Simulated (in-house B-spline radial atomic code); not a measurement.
The numbers below are computed, except where a source is named.
**Weak and strong correlation along the adiabatic connection**

Two-electron singlets in several external potentials (atomic units), by full CI in B-splines with partial waves to l = 8 (correlation energies up to 0.6 % small). The repulsion is scaled by λ at fixed density; W(λ) is the mean repulsion less the Hartree energy, W(0) = E_x, and the area under W from 0 to 1 is E_xc.

Relative drop (W(λ) − E_x)/E_x:

```tsv
system	λ = 0.12	λ = 0.25	λ = 0.4	λ = 0.6	λ = 0.8	λ = 1
ω²r²/2 − Z/r, ω = 0.447, Z = -1	0.0335	0.0645	0.0947	0.1274	0.1536	0.1748
ω²r²/2 − Z/r, ω = 0.0575, Z = -0.5	0.0992	0.1646	0.2110	0.2485	0.2722	0.2886
−V exp(−r²/w²), V = 2.43, w = 12.9	0.0401	0.0754	0.1081	0.1421	0.1683	0.1890
empty sphere, radius 0.881 bohr	0.0066	0.0135	0.0212	0.0310	0.0404	0.0493
−Z exp(−kr)/r, Z = 2.03, k = 0.544	0.0126	0.0255	0.0394	0.0564	0.0719	0.0861
−V exp(−r²/w²), V = 4.5, w = 5.18	0.0214	0.0422	0.0636	0.0882	0.1094	0.1276
−Z exp(−kr)/r, Z = 7.89, k = 3.37	0.0028	0.0059	0.0093	0.0138	0.0182	0.0225
```

Task: Order the systems by how far second-order (GL2) theory, half the initial slope (estimated from the first points of each curve), overshoots the correlation energy, least first.
A. −Z exp(−kr)/r, Z = 2.03, k = 0.544
B. −Z exp(−kr)/r, Z = 7.89, k = 3.37
C. ω²r²/2 − Z/r, ω = 0.447, Z = -1
D. −V exp(−r²/w²), V = 2.43, w = 12.9
E. −V exp(−r²/w²), V = 4.5, w = 5.18
F. ω²r²/2 − Z/r, ω = 0.0575, Z = -0.5
G. empty sphere, radius 0.881 bohr

Result: B (GL2/E_c = 1.04), G (GL2/E_c = 1.09), A (GL2/E_c = 1.17), E (GL2/E_c = 1.30), C (GL2/E_c = 1.45), D (GL2/E_c = 1.59), F (GL2/E_c = 2.53).

Task: What else changes along this order?

Result: The ratio follows the bend of the curve. With it the leading natural occupation goes from 1.999 to 1.623 and −T_c/E_c from 0.96 to 0.39 between the first and the last.
